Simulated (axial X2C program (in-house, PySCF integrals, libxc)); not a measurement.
CsBr⁺: cheaper levels and CCSD(T), 2c

Computed with an axial X2C code built on PySCF integrals. Two-component (2c) means X2C with spin–orbit coupling and atomic mean-field two-electron Coulomb and Gaunt terms. Basis: Cs dyall-cv3z [15s15p9d4f1g], Br dyall-cv3z [8s9p6d4f1g] (cores contracted in-house); Gaussian nuclei, density fitting, unrestricted open shells. Masses: Cs 132.905 u, Br 78.918 u.

State: Ω = 3/2 (⟨Sz⟩ = 0.50, ⟨Lz⟩ = 1.00 at HF); fragments Cs+ + Br.

```csv
level,Re (Å),ωe (cm⁻¹),De (eV)
PBE0,3.765,50.8,0.167
HF,4.008,40.0,n/a
MP2,3.774,53.0,0.172
CCSD,3.816,50.5,0.159
LDA,3.555,68.7,0.256
```

Correlated methods: 15 electrons correlated (number of frozen shells: Cs 4 s, 3 p, 2 d; Br 3 s, 2 p, 1 d), 311 virtual spin orbitals or spinors in MP2, 90 natural virtuals in coupled cluster.

CCSD(T), same Hamiltonian and basis:

Re = 3.799 Å, ωe = 51.6 cm⁻¹, De = 0.16 eV; T1 = 0.003 (Lee–Taylor normalisation).

Question: Give the differences from CCSD(T) in the columns below.

Answer: 

```tsv
level	ΔRe (Å)	Δωe (cm⁻¹)
PBE0	-0.034	-0.8
HF	0.209	-11.6
MP2	-0.025	1.4
CCSD	0.017	-1.1
LDA	-0.244	17.1
```

One determinant describes the state; a PBE0 search over occupations chose it and may have missed a lower one. Dissociation energies refer to the lowest single-determinant-based atoms at the same level and basis. Density functionals use the spin component along the axis (collinear). Coupled cluster ran in a truncated set of natural virtual spinors; the MP2 energy of the rest was added. (T) has no such correction and the atoms are truncated less, which lowers De at CCSD(T) by a hundredth of an eV or more. Other states lie close and PBE0, whose exact exchange favours high spin, may order them wrongly; the determinant shown need not be the ground state. The nearest other 2c determinant of the search, Ω = 1/2, lies 0.17 eV up at the distance of the search. The functionals have no current-density term, which raises determinants with orbital currents, atoms included. The atomic limit has a lower orbital projection than the molecule and lies lower at mean-field level, so De may be about a tenth of an eV too small. The levels of this run spread widely (ωe from 50 to 69 cm⁻¹), so these constants depend on the method. The bond is weak, and without diffuse functions and with truncated virtuals even CCSD(T) can be tens of per cent off in De.
